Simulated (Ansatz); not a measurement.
System: 3-methylselanylprop-1-ene, C₄H₈Se, net charge 0, singlet state. 
Structure (B3LYP-D3(BJ)/def2-TZVP (Ansatz, a program for electronic structure) minimum search):
```xyz
13

C     -2.8768     0.6318    -0.8344
C     -1.6725     1.1013    -0.5297
C     -0.3953     0.4743    -0.9589
Se     0.4926    -0.3603     0.6125
C      2.2816    -0.5171    -0.1800
H     -3.0002    -0.2575    -1.4420
H     -3.7788     1.1189    -0.4882
H     -1.5818     1.9854     0.0939
H     -0.5543    -0.2937    -1.7135
H      0.3074     1.2174    -1.3364
H      2.9193    -0.9756     0.5730
H      2.2493    -1.1522    -1.0624
H      2.6686     0.4678    -0.4325
```

Dipole moments at this geometry, in debye (magnitudes).

```csv
level,program,dipole (D)
SVWN5/def2-TZVPD,Ansatz,1.54
PBE/def2-TZVPD,Ansatz,1.51
BLYP/def2-TZVPD,Ansatz,1.47
r2SCAN/def2-TZVPD,Ansatz,___
B97M-V/def2-TZVPD,Ansatz,1.53
B3LYP/def2-TZVPD,Ansatz,1.52
PBE0/def2-TZVPD,Ansatz,1.57
BHLYP/def2-TZVPD,Ansatz,1.59
r2SCANh/def2-TZVPD,Ansatz,1.60
CAM-B3LYP/def2-TZVPD,Ansatz,1.55
LC-wPBE/def2-TZVPD,Ansatz,1.59
wB97M-V/def2-TZVPD,Ansatz,1.53
wB97X-V/def2-TZVPD,Ansatz,1.59
CCSD(T)/aug-cc-pVDZ,Ansatz,___
```

Problem. What belongs in the gaps?

Solution. 
- r2SCAN/def2-TZVPD, dipole (D): 1.60
- CCSD(T)/aug-cc-pVDZ, dipole (D): 1.54
